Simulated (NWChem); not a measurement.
System: CH6F2Si2; SMILES [SiH2](C)[SiH](F)F

Parts of the log:

```
             Northwest Computational Chemistry Package (NWChem) 7.3.0
             --------------------------------------------------------

 C1  symmetry detected

                             Geometry "geometry" -> ""
                             -------------------------

 Output coordinates in angstroms (scale by  1.889725989 to convert to a.u.)

  No.       Tag          Charge          X              Y              Z
 ---- ---------------- ---------- -------------- -------------- --------------
    1 Si                  14.0000    -0.00196110    -0.99504909    -0.42063919
    2 F                    9.0000    -1.29560844    -1.44609680     0.45062916
    3 F                    9.0000     1.30246299    -1.44157379     0.43684397
    4 Si                  14.0000    -0.00575759     1.33690652    -0.61293704
    5 C                    6.0000     0.00773178     2.11756060     1.09902508
    6 H                    1.0000    -0.00728731    -1.80014066    -1.67199376
    7 H                    1.0000     1.19908591     1.73629893    -1.40655200
    8 H                    1.0000    -1.22344106     1.73493484    -1.38731963
    9 H                    1.0000     0.90106143     1.80133760     1.65837658
   10 H                    1.0000     0.01237307     3.21561981     1.02723727
   11 H                    1.0000    -0.88181195     1.80961715     1.66891006

 Effective nuclear repulsion energy (a.u.)     301.6632569469

                                 NWChem DFT Module
                                 -----------------

 Summary of "ao basis" -> "ao basis" (spherical)
 ------------------------------------------------------------------------------
       Tag                 Description            Shells   Functions and Types
 ---------------- ------------------------------  ------  ---------------------
 Si                         def2-svp                 8       18   4s3p1d
 F                          def2-svp                 6       14   3s2p1d
 C                          def2-svp                 6       14   3s2p1d
 H                          def2-svp                 3        5   2s1p

            General Information
            -------------------
          SCF calculation type: DFT
          Wavefunction type:  closed shell.
          No. of atoms     :    11
          No. of electrons :    58
           Alpha electrons :    29
            Beta electrons :    29
          Charge           :     0
          Spin multiplicity:     1
          Use of symmetry is: off; symmetry adaption is: off
          Maximum number of iterations: 150
          AO basis - number of functions:   108
                     number of shells:    52
          Convergence on energy requested:  1.00D-06
          Convergence on density requested:  1.00D-05
          Convergence on gradient requested:  5.00D-04

              XC Information
              --------------
                         MN15 Method XC Functional
                     Hartree-Fock (Exact) Exchange  0.440
                          MN15 Exchange Functional  1.000
                        MN15 Correlation Potential  1.000

             Grid Information
             ----------------
          Grid used for XC integration:  medium
          Radial quadrature: Mura-Knowles
          Angular quadrature: Lebedev.
          Tag              B.-S. Rad. Rad. Pts. Rad. Cut. Ang. Pts.
          ---              ---------- --------- --------- ---------
          Si                  1.10       88          11.0       590
          F                   0.50       49          12.0       434
          C                   0.70       49          12.0       434
          H                   0.35       45          13.0       434
          Grid pruning is: on
          Number of quadrature shells:   593
          Spatial weights used:  Erf1

      Superposition of Atomic Density Guess
      -------------------------------------

 Sum of atomic energies:        -816.68259598

      Non-variational initial energy
      ------------------------------

 Total energy =    -818.200493
 1-e energy   =   -1733.211136
 2-e energy   =     613.347386
 HOMO         =      -0.308856
 LUMO         =       0.036630

     ---------------------------------------------
      Total Density - Mulliken Population Analysis
     ---------------------------------------------

[...]

                         DFT ENERGY GRADIENTS

    atom               coordinates                        gradient
                 x          y          z           x          y          z
   1 Si     -0.003706  -1.880370  -0.794893   -0.000021   0.000524  -0.000572
   2 F      -2.448345  -2.732727   0.851566   -0.004486  -0.001638   0.002887
   3 F       2.461298  -2.724179   0.825515    0.004533  -0.001640   0.002852
   4 Si     -0.010880   2.526387  -1.158283    0.000021   0.001060   0.001740
   5 C       0.014611   4.001609   2.076856    0.000028   0.001426   0.003106
   6 H      -0.013771  -3.401773  -3.159610   -0.000010  -0.003329  -0.004786
   7 H       2.265944   3.281129  -2.657998    0.004625   0.001558  -0.003024
   8 H      -2.311968   3.278551  -2.621654   -0.004691   0.001563  -0.002955
   9 H       1.702759   3.404034   3.133877    0.000249  -0.000015   0.000355
  10 H       0.023382   6.076640   1.941197    0.000009   0.000486   0.000047
  11 H      -1.666383   3.419681   3.153783   -0.000257   0.000006   0.000351
```

Level: MN15/def2-SVP. Coordinates come from a PBE0/def2-SVP optimisation.

**Question.** Write an input that gives this output.

**Answer.** Several could match; the one computed here: the input that was run:
```
start job
memory heap 200 mb stack 900 mb global 1100 mb
geometry units angstroms noautoz
  Si    -0.010903    -0.988725    -0.390697
  F     -1.281951    -1.434141     0.516010
  F      1.314957    -1.427952     0.437167
  Si    -0.021533     1.341728    -0.600186
  C      0.034115     2.135141     1.105046
  H     -0.046843    -1.803133    -1.635501
  H      1.162727     1.736009    -1.426659
  H     -1.258558     1.733139    -1.346788
  H      0.941436     1.823708     1.644200
  H      0.036006     3.232637     1.024996
  H     -0.840622     1.830852     1.699293
end
basis spherical
  Si library def2-svp
  F library def2-svp
  C library def2-svp
  H library def2-svp
end
dft
  xc mn15
  iterations 150
  mulliken
end
task dft gradient
```
